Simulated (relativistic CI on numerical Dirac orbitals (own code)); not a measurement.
**Radial parameters of Ni¹⁷⁺**

Computed by Dirac-Coulomb-Breit CI, separate exchange-only KLI orbitals for each configuration, model QED (radiative potential, 1s self-energy scaled to tabulated hydrogen-like ionisation energies), unscaled Slater integrals (own radial code, finite nucleus).

Slater integrals F^k, G^k are unscaled and averaged over j, outside the closed core [Ne]; ζ comes from projecting the Hamiltonian with its Breit term on Σ l·s of the shell.

- 3p: ζ(3p) = 20232 cm⁻¹; <r>(3p) = 0.5995, <r^2>(3p) = 0.4136 (bohr units).
- 3d: ζ(3d) = 1791.3 cm⁻¹; <r>(3d) = 0.5439, <r^2>(3d) = 0.3417 (bohr units).
- 4p: ζ(4p) = 7932 cm⁻¹; <r>(4p) = 1.151, <r^2>(4p) = 1.504 (bohr units).

Averages of the first 10 configurations, taken without configuration mixing, which lowers the lowest level and can move excited configurations by several eV; other configurations of the list can lie among them:

| Configuration | Parity | States | Average energy above the lowest level (eV) |
| --- | --- | --- | --- |
| 3s | even | 2 | 0.0 |
| 3p | odd | 6 | 41.3 |
| 3d | even | 10 | 95.4 |
| 4s | even | 2 | 285.0 |
| 4p | odd | 6 | 301.5 |
| 4d | even | 10 | 321.5 |
| 4f | odd | 14 | 330.1 |
| 5s | even | 2 | 407.3 |
| 5p | odd | 6 | 415.5 |
| 5d | even | 10 | 425.1 |
